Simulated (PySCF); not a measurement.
C₆H₁₅O₃ (cation, charge +1), SMILES COCCOCC[OH+]C (GFN2-xTB optimised geometry):

```
24

C      0.699    -4.643    -4.158
O      0.510    -4.631    -2.760
C      1.021    -3.510    -2.101
C      0.129    -2.266    -2.258
O      0.539    -1.318    -1.281
C     -0.257    -0.169    -1.231
C      0.229     0.598     0.000
O     -0.298     1.959     0.000
C      0.196     2.783     1.086
H      1.753    -4.493    -4.415
H      0.095    -3.879    -4.660
H      0.382    -5.627    -4.495
H      1.051    -3.770    -1.040
H      2.040    -3.276    -2.438
H      0.223    -1.830    -3.261
H     -0.917    -2.556    -2.092
H     -1.323    -0.425    -1.143
H     -0.123     0.441    -2.144
H      1.323     0.598     0.000
H     -0.129     0.114     0.911
H     -0.066     2.377    -0.857
H     -0.131     2.333     2.022
H      1.284     2.860     1.075
H     -0.254     3.770     0.989
```

Method: PBE0/def2-SVP (PySCF).

What are the frontier orbital energies?

HOMO-2 -11.48 eV, HOMO-1 -11.16 eV, HOMO -9.79 eV, LUMO -4.93 eV, LUMO+1 -2.98 eV.

Meta-Löwdin charges at PBE0/def2-SVP: C1 -0.09, O2 -0.39, C3 0.03, C4 0.01, O5 -0.40, C6 0.03, C7 0.01, O8 -0.17, C9 -0.10, H10 0.09, H11 0.08, H12 0.13, H13 0.12, H14 0.09, H15 0.09, H16 0.10, H17 0.11, H18 0.08, H19 0.14, H20 0.15, H21 0.39, H22 0.16, H23 0.15, H24 0.16.
